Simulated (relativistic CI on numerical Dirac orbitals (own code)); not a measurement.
**Forbidden transitions in Ho VIII**

Computed by Dirac-Coulomb-Breit CI, orbitals from a KLI potential per configuration, model QED (radiative potential, 1s self-energy scaled to tabulated hydrogen-like ionisation energies), unscaled Slater integrals (own radial code, finite nucleus).

CI space (outside the closed core [Kr] 4d10): 4f⁹5s²5p³, 4f¹¹5s5p². The list is cut by size and lacks configurations that can hold low levels.

```csv
λ vac (Å),Lower,Upper,Type,A (s⁻¹),gf,Branching (%)
3994.3,4f⁹5s²5p³ ⁹H7 [3],4f⁹5s²5p³ ⁷F6 [21],M1,2.02e+01,6.29e-07,37.7
4015.8,4f⁹5s²5p³ ⁹H6 [4],4f⁹5s²5p³ ⁵F5 [23],M1,9.81e+00,2.61e-07,37.7
4196.7,4f⁹5s²5p³ ⁹H7 [3],4f⁹5s²5p³ ⁷H7 [20],M1,2.90e+00,1.15e-07,6.2
4287.3,4f⁹5s²5p³ ⁹H6 [4],4f⁹5s²5p³ ⁷H5 [22],M1,1.71e+01,5.17e-07,35.7
4296.7,4f⁹5s²5p³ ⁹H7 [3],4f⁹5s²5p³ ⁷H6 [19],M1,8.58e+00,3.09e-07,15.4
4416.0,4f⁹5s²5p³ ⁹H6 [4],4f⁹5s²5p³ ⁷F6 [21],M1,1.77e+00,6.73e-08,3.3
4600.7,4f⁹5s²5p³ ⁹H8 [2],4f⁹5s²5p³ ⁷G7 [18],M1,4.88e+01,2.32e-06,80.7
4664.6,4f⁹5s²5p³ ⁹H6 [4],4f⁹5s²5p³ ⁷H7 [20],M1,4.74e+00,2.32e-07,10.2
4762.7,4f⁹5s²5p³ ⁹H5 [5],4f⁹5s²5p³ ⁷H5 [22],M1,5.77e+00,2.16e-07,12.1
4788.5,4f⁹5s²5p³ ⁹H6 [4],4f⁹5s²5p³ ⁷H6 [19],M1,1.40e+00,6.24e-08,2.5
5389.4,4f⁹5s²5p³ ⁹H5 [5],4f⁹5s²5p³ ⁷H6 [19],M1,1.59e+00,8.99e-08,2.9
5519.9,4f⁹5s²5p³ ⁹F7 [7],4f⁹5s²5p³ ⁷F6 [21],M1,1.22e+01,7.23e-07,22.7
5836.1,4f⁹5s²5p³ ⁹H6 [4],4f⁹5s²5p³ ⁷G7 [18],M1,2.40e+00,1.84e-07,4.0
5895.5,4f⁹5s²5p³ ⁹F6 [9],4f⁹5s²5p³ ⁷H5 [22],M1,1.85e+01,1.06e-06,38.7
6007.7,4f⁹5s²5p³ ⁹H9 [1],4f⁹5s²5p³ ⁷H8 [16],M1,7.78e+01,7.16e-06,90.1
6114.6,4f⁹5s²5p³ ⁹F7 [7],4f⁹5s²5p³ ⁷H6 [19],M1,4.03e+01,2.93e-06,72.5
6141.5,4f⁹5s²5p³ ⁹F6 [9],4f⁹5s²5p³ ⁷F6 [21],M1,1.22e+01,8.96e-07,22.8
6691.3,4f⁹5s²5p³ ⁹F5 [11],4f⁹5s²5p³ ⁷H5 [22],M1,4.49e+00,3.32e-07,9.4
6886.7,4f⁹5s²5p³ ⁹F6 [9],4f⁹5s²5p³ ⁷H6 [19],M1,2.03e+00,1.88e-07,3.7
6931.6,4f⁹5s²5p³ ⁹H7 [3],4f⁹5s²5p³ ⁷H8 [16],M1,6.41e+00,7.85e-07,7.4
7932.8,4f⁹5s²5p³ ⁹F7 [7],4f⁹5s²5p³ ⁷G7 [18],M1,6.98e+00,9.87e-07,11.5
10636.4,4f⁹5s²5p³ ⁷H8 [16],4f⁹5s²5p³ ⁷H7 [20],M1,3.81e+01,9.71e-06,82.0
10953.2,4f⁹5s²5p³ ⁹H8 [2],4f⁹5s²5p³ ⁹F7 [7],M1,4.33e+00,1.17e-06,91.6
11424.6,4f⁹5s²5p³ ⁹H7 [3],4f⁹5s²5p³ ⁹F6 [9],M1,2.11e+00,5.36e-07,72.1
18147.7,4f⁹5s²5p³ ⁷G7 [18],4f⁹5s²5p³ ⁷F6 [21],M1,5.44e+00,3.49e-06,10.2
19613.7,4f⁹5s²5p³ ⁷H8 [16],4f⁹5s²5p³ ⁷G7 [18],M1,1.72e+00,1.49e-06,2.8
41833.4,4f⁹5s²5p³ ⁹H7 [3],4f⁹5s²5p³ ⁹H6 [4],M1,1.78e+00,6.08e-06,100.0
42951.4,4f⁹5s²5p³ ⁹H6 [4],4f⁹5s²5p³ ⁹H5 [5],M1,2.17e+00,6.59e-06,100.0
45241.9,4f⁹5s²5p³ ⁹H8 [2],4f⁹5s²5p³ ⁹H7 [3],M1,9.32e-01,4.29e-06,100.0
46333.1,4f⁹5s²5p³ ⁹H5 [5],4f⁹5s²5p³ ⁹H4 [6],M1,2.10e+00,6.09e-06,100.0
```

Terms are leading LS components. Brackets give the number of a level in order of energy, since labels repeat. The list gives strong lines, with weight on those to low levels, among the lowest 200 of 4996 levels, so that lines to higher ones, which can be the strongest, are missing. Levels whose partners in the same complex of configurations lie outside the list can be far off, and so can their lines. Rates are taken at the computed energies, electric ones in the length gauge.

At this charge configurations can still be misplaced by up to about 7 % of their energy. Terms inside the open d or f shell come out 10 to 20 % too wide with unscaled integrals. Levels and lines within the n = 5 or 6 shells can be off by up to 10 % or somewhat more, and those that change n by about 2 %, since core polarisation is missing.

LS names give the leading component of a level, which can be under half, so a name can repeat, a term be missing and a line seem to break the LS rules.
